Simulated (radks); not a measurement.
Initial-state core-level shifts of neutral samarium when its valence configuration changes from [Xe] 4f6 6s2. All-electron calculation, scalar-relativistic Kohn-Sham, PBE, spin-unpolarised, spherical densities, finite nucleus; Fermi nuclear charge, rms radius 5.0819 fm. Program: a radial shooting solver on a logarithmic mesh with Libxc functionals. Shifts are changes of the shell-averaged eigenvalues in eV (positive: less bound); the change of the density at the nucleus, which sets a Mossbauer isomer shift, is in e/bohr^3, on a base of 5.568e+05.

valence                   2p       3p       3d       5s  density at nucleus
4f6 5d1 6s1           +0.971   +0.929   +0.937   +1.098              -22.47
4f5 5d1 6s2           -6.587   -7.505   -7.423   -3.446              +29.41
4f5 6s2 6p1           -9.823  -10.689  -10.619   -6.637              +41.00
4f4 5d2 6s2          -14.318  -16.452  -16.264   -6.888              +63.89
4f6 6s1 6p1           -1.264   -1.245   -1.247   -1.319              -18.79
4f4 5d1 6s2 6p1      -17.829  -19.922  -19.746  -10.244              +76.96
4f4 5d1.5 6s1.5 6p1  -16.654  -18.772  -18.589   -9.161              +57.21
